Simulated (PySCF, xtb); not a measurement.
C₅H₇BO, SMILES C(=C)B(C#CC)O.

Geometry: PBE0-D3(BJ)/def2-SVP. The structure was generated by enumeration, and PubChem lists no compound with its InChIKey, so it may never have been made. The values are those of a single conformer.

Calculation: PySCF with IEF-PCM-PBE0/def2-SVP.

The values are the electrostatic part of the solvation free energy, E(continuum) − E(gas) at the gas-phase geometry, in a cavity of scaled van der Waals radii (PySCF's table); cavitation and dispersion terms are not included. In vacuum the orbital gap is 6.28 eV. The dipole moment in vacuum is 2.23 D.

Q: Estimate the values in water (ε = 78.36), n-hexane (ε = 1.88), 2-propanol (ε = 19.26). (The exact figures need the calculation; the answer reports its results.)

A: 
```tsv
solvent	ε	ΔG(elec) (kcal/mol)	dipole (D)	gap (eV)
water	78.36	-5.6	2.81	6.21
n-hexane	1.88	-2.0	2.44	6.26
2-propanol	19.26	-5.2	2.77	6.21
```

For comparison, GFN2-xTB/ALPB(water) (xtb, at the GFN2-xTB geometry, all terms of that model) gives -5.1 kcal/mol.
